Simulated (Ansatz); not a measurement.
Calculated with Ansatz (gas phase, PBE0-D4/def2-TZVP geometries, no zero-point term in ΔE). CBS: MP2 limit from def2 TZ/QZ plus the TZ coupled-cluster correction, frozen cores. This one scheme is used for every species. Functionals use def2-TZVPP. B3LYP here is the variant with VWN-RPA as its local correlation; programs differ in this. One conformer a species, not always the lowest.

`CC[CH2][AlH][F]` + CH₃SH → `C[S][AlH][F]` + `CCC`  (ligand exchange at the Al–C bond)

Task: Is it downhill or uphill in electronic energy at CCSD(T)/CBS, and by how much? (Estimate.)

Result: Ansatz gave: Downhill: ΔE = -1.25 eV.

Task: What do these levels give: PBE-D4, r2SCAN-D4, ωB97X-V, PBE, PBE0, B3LYP, HF/def2-TZVPP, MP2/def2-TZVPP, SCS-MP2/def2-TZVPP, HF/def2-QZVPP, SCS-MP2/def2-QZVPP, MP2/CBS(def2)? (Estimate.)

Result: The calculation gave: PBE-D4 -1.23, r2SCAN-D4 -1.28, ωB97X-V -1.22, PBE -1.23, PBE0 -1.25, B3LYP -1.23, HF/def2-TZVPP -1.29, MP2/def2-TZVPP -1.26, SCS-MP2/def2-TZVPP -1.24, HF/def2-QZVPP -1.28, SCS-MP2/def2-QZVPP -1.25, MP2/CBS(def2) -1.28 eV.

Largest T1 diagnostic among the species: 0.012.
